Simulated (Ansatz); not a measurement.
Ansatz (a first-principles code) input (B3LYP/def2-TZVPD):

Ansatz 0.2 input:
```yaml
crystal:
  periodic: [false, false, false]
  atoms:
    - {symbol: C, position_ang: [2.36965666, -0.52471187, -0.39499928]}
    - {symbol: C, position_ang: [1.61081830, -0.36530381, 0.74606651]}
    - {symbol: C, position_ang: [0.26508297, -0.04705109, 0.81934645]}
    - {symbol: C, position_ang: [-0.66012680, 0.18680300, -0.33184450]}
    - {symbol: C, position_ang: [-1.32485858, 1.56589275, -0.21928067]}
    - {symbol: C, position_ang: [-1.72058644, -0.92316211, -0.40282830]}
    - {symbol: H, position_ang: [1.95412368, -0.40820624, -1.38628372]}
    - {symbol: H, position_ang: [3.41883872, -0.77489709, -0.32929383]}
    - {symbol: H, position_ang: [2.12142488, -0.50527830, 1.69471695]}
    - {symbol: H, position_ang: [-0.18282802, 0.03293998, 1.80563376]}
    - {symbol: H, position_ang: [-0.08872794, 0.16394360, -1.26251881]}
    - {symbol: H, position_ang: [-2.00048763, 1.73994006, -1.05962582]}
    - {symbol: H, position_ang: [-1.90957198, 1.63821663, 0.70139337]}
    - {symbol: H, position_ang: [-0.57969741, 2.36246614, -0.20756530]}
    - {symbol: H, position_ang: [-2.39759888, -0.75782730, -1.24409374]}
    - {symbol: H, position_ang: [-1.25593820, -1.90267630, -0.52226280]}
    - {symbol: H, position_ang: [-2.31945399, -0.94342238, 0.51113858]}
basis:
  gaussian:
    orbitals: def2-TZVPD
hamiltonian:
  xc: {name: B3LYP}
magnetization: {spin_polarized: true, initial_magnetization: 1}
output: {forces: true}
```

End of the output:

```
Atom 3 at    -0.660127     0.186803    -0.331844 Å, force    -0.013143     0.004065    -0.004251 eV/Å
Atom 4 at    -1.324859     1.565893    -0.219281 Å, force    -0.013264     0.023553    -0.004156 eV/Å
Atom 5 at    -1.720586    -0.923162    -0.402828 Å, force    -0.021616    -0.016915    -0.007024 eV/Å
Atom 6 at     1.954124    -0.408206    -1.386284 Å, force     0.013375    -0.002009    -0.013623 eV/Å
Atom 7 at     3.418839    -0.774897    -0.329294 Å, force     0.011811    -0.003250    -0.002388 eV/Å
Atom 8 at     2.121425    -0.505278     1.694717 Å, force     0.006950    -0.001074     0.008545 eV/Å
Atom 9 at    -0.182828     0.032940     1.805634 Å, force     0.003128    -0.000692     0.019260 eV/Å
Atom 10 at    -0.088728     0.163944    -1.262519 Å, force    -0.000101     0.001884    -0.012972 eV/Å
Atom 11 at    -2.000488     1.739940    -1.059626 Å, force    -0.007560     0.012951    -0.005571 eV/Å
Atom 12 at    -1.909572     1.638217     0.701393 Å, force    -0.009093     0.014633     0.004173 eV/Å
Atom 13 at    -0.579697     2.362466    -0.207565 Å, force    -0.004330     0.018863    -0.002503 eV/Å
Atom 14 at    -2.397599    -0.757827    -1.244094 Å, force    -0.010596    -0.008847    -0.007553 eV/Å
Atom 15 at    -1.255938    -1.902676    -0.522263 Å, force    -0.011637    -0.016488    -0.005507 eV/Å
Atom 16 at    -2.319454    -0.943422     0.511139 Å, force    -0.013773    -0.011504     0.003046 eV/Å
Dipole moment:    -0.084558     0.017565    -0.019659 e Å
```

It need not be the lowest isomer of its formula.
